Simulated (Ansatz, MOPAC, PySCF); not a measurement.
Dimer: CHN (SMILES C#N) (first 3 atoms) with CH2O2 (SMILES O=CO); geometry from B3LYP-D3(BJ)/def2-TZVP, rigid monomers moved along the line of their centres of mass till N2···H8 is 1.73 Å.
(charge 0, multiplicity 1):
```xyz
8

C      0.2913     0.1946    -0.1467
N     -0.2525    -0.2945     0.7320
H      0.8014     0.6532    -0.9642
O      0.9415     0.6485     3.6149
C      0.0989    -0.0832     4.0594
O     -0.7678    -0.8042     3.3478
H     -0.0661    -0.2537     5.1328
H     -0.6141    -0.6467     2.3902
```

Monomers are frozen at their geometry in the pair; levels with a basis set take the counterpoise correction.

Rows in 6-31G* carry no dispersion term and start afresh at each structure (6-31G* with six Cartesian d functions). The state that AM1 reach isn't checked.

Run with Ansatz (Gaussian basis) for Hartree–Fock, density functionals and correlated methods; MOPAC for AM1 (differences of heats of formation); PySCF for 6-31G* rows, the dispersion terms. 

**Question.** One of these levels gives -3.96 kcal/mol for the interaction energy. Which one is it?
(A) B3LYP/def2-TZVPPD
(B) AM1
(C) B3LYP/6-31G*
(D) PBE-D3(BJ)/def2-TZVPPD

**Answer.** C, B3LYP/6-31G*. The others give 3.60 (AM1), -6.23 (PBE-D3(BJ)/def2-TZVPPD), -4.46 (B3LYP/def2-TZVPPD)

Ansatz is a program for electronic structure.
